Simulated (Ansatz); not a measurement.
Ansatz (a program for electronic structure) input for Cd(Me)(SiH3) (CH6CdSi), SMILES [CH3][Cd][SiH3], PBE0-D3(BJ)/def2-SVP. 

Ansatz 0.2 input:
```yaml
crystal:
  periodic: [false, false, false]
  atoms:
    - {symbol: Cd, position_ang: [-0.02259995, 0.27510154, -0.18706376]}
    - {symbol: C, position_ang: [-0.35766958, 2.07400580, -1.48377170]}
    - {symbol: H, position_ang: [-1.17279377, 2.69430384, -1.10417063]}
    - {symbol: H, position_ang: [-0.61981675, 1.78820191, -2.50490441]}
    - {symbol: H, position_ang: [0.52724362, 2.71035701, -1.54609413]}
    - {symbol: Si, position_ang: [0.25343038, -1.84206087, 1.29265954]}
    - {symbol: H, position_ang: [0.28183472, -3.12101724, 0.54621202]}
    - {symbol: H, position_ang: [-0.82412701, -2.04452281, 2.28857079]}
    - {symbol: H, position_ang: [1.49044893, -1.88737936, 2.10484343]}
basis:
  gaussian:
    orbitals: def2-SVP
hamiltonian:
  xc: pbe0
  dispersion: d3bj
relax: {f_tol: 0.002, max_steps: 200}
```

Log of the run:

```
WARN ansatz: RAYON_NUM_THREADS=1 ignored (pool sized by the plan → 1); use --threads N
Functional definition: PBE0
integrals: 0.05 GiB planned
1009 factors; integrals over basis functions are off by at most 3.2e-4 eV
mean field: 0.33 GiB planned
mean field evaluation 1: about -13561.3909 eV, gradient 4.8e1 eV
mean field evaluation 2: about -13554.5475 eV, gradient 6.5e1 eV
mean field evaluation 4: about -13567.7058 eV, gradient 2.9e0 eV
mean field evaluation 8: about -13567.7837 eV, gradient 7.3e-2 eV
mean field evaluation 16: about -13567.7837 eV, gradient 3.8e-5 eV
mean field -13567.78367934 eV, -498.6068536416 hartree, gradient 3.8e-5 eV, S^2 0.000000; 0 other end points of the search recorded, 0 dependent functions left out
the calculation of the forces begins
reference -13567.78371204 eV, -498.6068548435 hartree; 23, 23 occupied and 70, 70 virtual orbitals, 1009 factors
relax step   1: F+E_penalty+E_count = -13567.92340317 eV  Δ(F+E_penalty+E_count) = +0.000e0 eV  max|allowed force component| = 7.898e-1 eV/Å  Δτ_max = 0.0000 Å  (26 SCF iters, accepted)
these checks for a lower state are left out or cut short: starts, cluster_reference, orbital_swaps, neighbouring_geometries, increment
integrals: 0.05 GiB planned
1009 factors; integrals over basis functions are off by at most 3.3e-4 eV
mean field: 0.34 GiB planned
mean field -13567.90793522 eV, -498.6114199611 hartree, gradient 2.3e-5 eV, S^2 0.000000; 0 other end points of the search recorded, 0 dependent functions left out
the calculation of the forces begins
reference -13567.90796755 eV, -498.6114211490 hartree; 23, 23 occupied and 70, 70 virtual orbitals, 1009 factors
relax step   2: F+E_penalty+E_count = -13568.05239388 eV  Δ(F+E_penalty+E_count) = -1.290e-1 eV  max|allowed force component| = 1.021e-1 eV/Å  Δτ_max = 0.1950 Å  (29 SCF iters, accepted)
these checks for a lower state are left out or cut short: starts, cluster_reference, orbital_swaps, neighbouring_geometries, increment
integrals: 0.05 GiB planned
1009 factors; integrals over basis functions are off by at most 3.3e-4 eV
mean field: 0.33 GiB planned
mean field -13567.92299646 eV, -498.6119734513 hartree, gradient 1.9e-5 eV, S^2 0.000000; 0 other end points of the search recorded, 0 dependent functions left out
the calculation of the forces begins
reference -13567.92302888 eV, -498.6119746428 hartree; 23, 23 occupied and 70, 70 virtual orbitals, 1009 factors
relax step   3: F+E_penalty+E_count = -13568.06627582 eV  Δ(F+E_penalty+E_count) = -1.388e-2 eV  max|allowed force component| = 3.231e-2 eV/Å  Δτ_max = 0.0561 Å  (30 SCF iters, accepted)
these checks for a lower state are left out or cut short: starts, cluster_reference, orbital_swaps, neighbouring_geometries, increment
integrals: 0.05 GiB planned
1009 factors; integrals over basis functions are off by at most 3.3e-4 eV
mean field: 0.33 GiB planned
mean field evaluation 32: about -13567.9232 eV, gradient 4.1e-1 eV
mean field -13567.92337209 eV, -498.6119872555 hartree, gradient 2.7e-5 eV, S^2 0.000000; 0 other end points of the search recorded, 0 dependent functions left out
the calculation of the forces begins
reference -13567.92340452 eV, -498.6119884473 hartree; 23, 23 occupied and 70, 70 virtual orbitals, 1009 factors
relax step   4: F+E_penalty+E_count = -13568.06655272 eV  Δ(F+E_penalty+E_count) = -2.769e-4 eV  max|allowed force component| = 1.706e-2 eV/Å  Δτ_max = 0.0101 Å  (24 SCF iters, accepted)
these checks for a lower state are left out or cut short: starts, cluster_reference, orbital_swaps, neighbouring_geometries, increment
integrals: 0.05 GiB planned
1009 factors; integrals over basis functions are off by at most 3.3e-4 eV
mean field: 0.33 GiB planned
mean field -13567.92359565 eV, -498.6119954713 hartree, gradient 1.8e-5 eV, S^2 0.000000; 0 other end points of the search recorded, 0 dependent functions left out
the calculation of the forces begins
reference -13567.92362809 eV, -498.6119966632 hartree; 23, 23 occupied and 70, 70 virtual orbitals, 1009 factors
relax step   5: F+E_penalty+E_count = -13568.06679176 eV  Δ(F+E_penalty+E_count) = -2.390e-4 eV  max|allowed force component| = 1.665e-3 eV/Å  Δτ_max = 0.0174 Å  (23 SCF iters, accepted)
these checks for a lower state are left out or cut short: starts, cluster_reference, orbital_swaps, neighbouring_geometries, increment
integrals: 0.05 GiB planned
1009 factors; integrals over basis functions are off by at most 3.3e-4 eV
mean field: 0.33 GiB planned
mean field -13567.92360857 eV, -498.6119959461 hartree, gradient 7.9e-6 eV, S^2 0.000000; 0 other end points of the search recorded, 0 dependent functions left out
the calculation of the forces begins
reference -13567.92364101 eV, -498.6119971381 hartree; 23, 23 occupied and 70, 70 virtual orbitals, 1009 factors
relax step   6: F+E_penalty+E_count = -13568.06680745 eV  Δ(F+E_penalty+E_count) = -1.569e-5 eV  max|allowed force component| = 2.354e-3 eV/Å  Δτ_max = 0.0055 Å  (23 SCF iters, accepted)
these checks for a lower state are left out or cut short: starts, cluster_reference, orbital_swaps, neighbouring_geometries, increment
integrals: 0.05 GiB planned
1009 factors; integrals over basis functions are off by at most 3.3e-4 eV
mean field: 0.33 GiB planned
mean field -13567.92360952 eV, -498.6119959808 hartree, gradient 2.4e-5 eV, S^2 0.000000; 0 other end points of the search recorded, 0 dependent functions left out
the calculation of the forces begins
reference -13567.92364195 eV, -498.6119971728 hartree; 23, 23 occupied and 70, 70 virtual orbitals, 1009 factors
relax step   7: F+E_penalty+E_count = -13568.06680772 eV  Δ(F+E_penalty+E_count) = -2.711e-7 eV  max|allowed force component| = 6.717e-4 eV/Å  Δτ_max = 0.0002 Å  (18 SCF iters, accepted)
integrals: 0.05 GiB planned
1009 factors; integrals over basis functions are off by at most 3.3e-4 eV
mean field: 0.33 GiB planned
mean field evaluation 64: about -13567.9236 eV, gradient 6.4e-3 eV
mean field -13567.92360952 eV, -498.6119959808 hartree, gradient 2.4e-5 eV, S^2 0.000000; 1 other end points of the search recorded, 0 dependent functions left out
the calculation of the forces begins
reference -13567.92364195 eV, -498.6119971728 hartree; 23, 23 occupied and 70, 70 virtual orbitals, 1009 factors
Total energy: -13568.06684016 eV, -498.6172596099 hartree
Atom 0 at    -0.078334     0.259665    -0.198954 Å, force    -0.000111    -0.000005     0.000026 eV/Å
Atom 1 at    -0.344678     1.981318    -1.418512 Å, force    -0.000427     0.000668    -0.000672 eV/Å
Atom 2 at    -1.158433     2.613471    -1.030436 Å, force     0.000249    -0.000249     0.000217 eV/Å
Atom 3 at    -0.597386     1.693977    -2.450981 Å, force     0.000215    -0.000195     0.000266 eV/Å
Atom 4 at     0.574772     2.586459    -1.447076 Å, force     0.000007    -0.000122     0.000109 eV/Å
Atom 5 at     0.236716    -1.777502     1.244057 Å, force     0.000351     0.000171     0.000036 eV/Å
Atom 6 at     0.273295    -3.042957     0.438787 Å, force    -0.000007    -0.000113     0.000055 eV/Å
Atom 7 at    -0.868074    -1.939204     2.246284 Å, force    -0.000058    -0.000069     0.000062 eV/Å
Atom 8 at     1.518072    -1.728237     2.023113 Å, force    -0.000218    -0.000087    -0.000100 eV/Å
Dipole moment:    -0.027399     0.177188    -0.125511 e Å
```

The calculation finished and met its thresholds.

Cost: about 27 core-seconds (a rough figure).
